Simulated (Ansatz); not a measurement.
Ideal-gas functions of `[CH3][GeH2]` radical at 298.15 K and 1 bar, from an Ansatz frequency run at PBE0-D4/def2-TZVP.

Molar mass 89.66 g/mol, point group Cs (symmetry number 1), electronic degeneracy 2, moments of inertia 7.307, 56.086, 58.38 u Å². Harmonic wavenumbers (cm⁻¹, unscaled): 147, 496, 533, 597, 808, 854, 859, 1250, 1447, 1452, 2088, 2115, 3058, 3145, 3166.

Use S(trans) = R[1.5 ln M + 2.5 ln T − 1.1517]; rotational temperatures θ = 24.2544 K / I; S(rot) = R[ln(√π/σ · √(T³/θAθBθC)) + 1.5]; for each mode x = 1.438777 ν̃/T, S = R[x/(eˣ − 1) − ln(1 − e⁻ˣ)] and H = RT x/(eˣ − 1); 1 cm⁻¹ = 0.0119627 kJ/mol; R = 8.31446 J/(mol·K).

Problem. By hand: the entropy, in J/(mol·K).

Solution. Translation 164.9. Rotation: θ = 3.3193, 0.4325, 0.4155 K, giving 90.4. Vibration, mode by mode: 11.34, 2.80, 2.43, 1.90, 0.84, 0.70, 0.69, 0.14, 0.06, 0.06, 0.00, 0.00, 0.00, 0.00, 0.00, in all 21.0. Electronic 5.8. Sum 282.1 J/(mol·K).

Problem. By hand: H − E and G − E in kJ/mol, counted from the electronic energy.

Solution. Zero-point energy ½ × 22015 × 0.0119627 = 131.7; thermal vibration 3.9; translation, rotation and pV give 4 RT = 9.9. H − E = 145.5 kJ/mol, and G − E = 145.5 − 298.15 × 282.1/1000 = 61.4 kJ/mol.

Vibration gives 7 % of the entropy, 11.3 J/(mol·K) of it from the mode under 150 cm⁻¹: soft modes count most, and the harmonic formula is weakest for them.
